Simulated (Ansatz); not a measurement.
A structure relaxed at PBE0-D4/def2-TZVP, charge 0, multiplicity 1:

| atom | x (Å) | y (Å) | z (Å) |
| --- | --- | --- | --- |
| O1 | 1.516 | -1.066 | -0.596 |
| Si2 | -0.053 | -1.017 | -0.111 |
| C3 | -0.370 | 0.577 | 0.825 |
| S4 | 0.118 | 1.979 | -0.225 |
| H5 | 1.842 | -0.238 | -0.962 |
| H6 | -0.270 | -2.218 | 0.732 |
| H7 | -0.996 | -1.034 | -1.266 |
| H8 | 0.287 | 0.632 | 1.697 |
| H9 | -1.397 | 0.696 | 1.175 |
| H10 | -0.677 | 1.690 | -1.269 |

Question: Give its formula and SMILES.

Answer: CH6OSSi, `O[SiH2]CS`.

Question: Summarise the bond lengths by kind.

Answer: 1 × O–Si 1.643 Å; 1 × H–O 0.962 Å; 1 × C–Si 1.876 Å; 2 × H–Si 1.484 to 1.491 Å; 1 × C–S 1.818 Å; 2 × C–H 1.092 to 1.093 Å; 1 × H–S 1.344 Å.

All numbers were calculated with Ansatz.
